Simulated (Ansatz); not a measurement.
CH4Cl2SeSn, SMILES `C[Se][SnH]([Cl])[Cl]`. The species carries charge 0 and has multiplicity 1. Sn takes the def2 core potential. All single points use the PBE0-D4/def2-TZVP geometry. It is one conformer, not always the lowest.

```xyz
9

C    -1.280   -0.748   -0.792
Se    0.627   -0.986   -1.178
Sn    1.423    0.578    0.586
Cl    0.420    2.650    0.257
Cl    0.574   -0.112    2.637
H    -1.499   -1.068    0.224
H    -1.566    0.290   -0.947
H    -1.802   -1.386   -1.503
H     3.103    0.782    0.715
```

What is the dipole moment at ωB97M-V/def2-TZVPP? (Estimate.)

Ansatz gave: 1.81 D, with components (0.23, -1.16, -1.37) D in this frame, pointing from negative to positive charge.

And with PBE, r2SCAN, B3LYP? (Best estimate.)

Computed: PBE 1.83 D, r2SCAN 1.83 D, B3LYP 1.88 D.

Give the Mulliken charges with ωB97M-V, r2SCAN, PBE in def2-TZVPP. (Estimate.)

Ansatz gave: 
```csv
atom,ωB97M-V,r2SCAN,PBE
C1,-0.41,-0.24,-0.34
Se2,-0.14,-0.20,-0.17
Sn3,0.77,0.90,0.84
Cl4,-0.32,-0.36,-0.33
Cl5,-0.32,-0.36,-0.33
H6,0.17,0.12,0.15
H7,0.17,0.12,0.15
H8,0.15,0.10,0.14
H9,-0.05,-0.08,-0.08
```

B3LYP here is the variant with VWN-RPA as its local correlation; programs differ in this.
